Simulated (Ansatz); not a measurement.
Start from `F[SiH](F)[SiH3]` and change one atom or group to get `C[SiH](F)F`.

Ansatz, PBE0-D4/def2-TZVP geometries, multiplicity 1. 

| property | `F[SiH](F)[SiH3]` |
| --- | --- |
| HOMO–LUMO gap (PBE0/def2-TZVPP) / eV | 8.17 |
| size of the dipole moment (B3LYP/def2-TZVPP) / D | 1.66 |
| HOMO–LUMO gap (B3LYP/def2-TZVPP) / eV | 7.80 |
| HOMO energy (PBE0/def2-TZVPP) / eV | -8.59 |
| HOMO–LUMO gap (ωB97M-V/def2-TZVPP) / eV | 12.02 |
| LUMO energy (ωB97M-V/def2-TZVPP) / eV | 1.36 |

(1) Give the same properties after the change, and the shifts. (An estimate is asked.)

## Answers

(1) Computed: 
```
                                        property  `C[SiH](F)F`  shift
            HOMO–LUMO gap (PBE0/def2-TZVPP) / eV         10.42   2.25
size of the dipole moment (B3LYP/def2-TZVPP) / D          2.12   0.46
           HOMO–LUMO gap (B3LYP/def2-TZVPP) / eV          9.95   2.15
              HOMO energy (PBE0/def2-TZVPP) / eV         -9.37  -0.78
         HOMO–LUMO gap (ωB97M-V/def2-TZVPP) / eV         14.18   2.16
           LUMO energy (ωB97M-V/def2-TZVPP) / eV          2.54   1.18
```

With PBE0 the HOMO falls by 0.78 eV and the LUMO rises by 1.48 eV, so the gap widens by about 2.26 eV. PBE moves the HOMO by -0.58 eV and ωB97M-V by -0.98 eV. Dipoles are sizes alone; their direction can turn.

B3LYP here is the variant with VWN-RPA as its local correlation; programs differ in this.
